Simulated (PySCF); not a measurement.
Molecule: C2H7NSi2, SMILES N#C[SiH2]C[SiH3]. Atoms near the plane z = 0.8 Å, at the GFN2-xTB optimised geometry (x, y, z in Å): N1 (2.3, -0.8, 0.0), C2 (1.2, -0.8, 0.0), Si3 (-0.7, -0.8, 0.0), C4 (-1.2, 1.0, 0.0), Si5 (-0.7, 2.1, 1.5), H6 (-1.1, -1.5, 1.2), H8 (-2.3, 1.1, -0.1), H11 (0.8, 2.1, 1.6), H12 (-1.2, 3.4, 1.3).

Level of theory: PBE/def2-TZVP in PySCF. The values are rescaled to run from 0 to 1.

```
|00000012344443210000000000000|
|00000023456654321000000000000|
|00000124567765432110000000000|
|00000134678876543321000000000|
|00000235678887654432100000000|
|00000235678887766543210000000|
|00001235678887777654310000000|
|00001345678888877764310000000|
|00012456788998887764320000000|
|00023456789998877654320000000|
|00023567899998766554321100000|
|00024567889988765543332210000|
|00023566788887655544444332100|
|00013456678887665666665543200|
|00002345677877666777777654310|
|00001235677887777888888765320|
|00000235678888788888998865320|
|00000235689998888888898865320|
|00000235789998777888888765320|
|00000235689998766777776654210|
|00000134678887655555555543200|
|00000123566766544444444322000|
|00000012345554333333322210000|
|00000001233333211111111000000|
|00000000112221100000000000000|
|00000000000000000000000000000|
|00000000000000000000000000000|
|00000000000000000000000000000|
|00000000000000000000000000000|
```
Scale: ten equal steps from 0.000 (start of '0') to 1.00 (end of '9'), in the order '0123456789'; x runs from -4.50 to 4.50, y from -4.50 (bottom) to 4.50 (top).

**Question.** Which quantity is mapped?
A. deformation density (molecule minus spherical neutral atoms)
B. electrostatic potential
C. log10 of the electron density
D. Laplacian of the electron density

**Answer.** C, log10 of the electron density. In full: log10 of the electron density (e/bohr³), floored at −4.
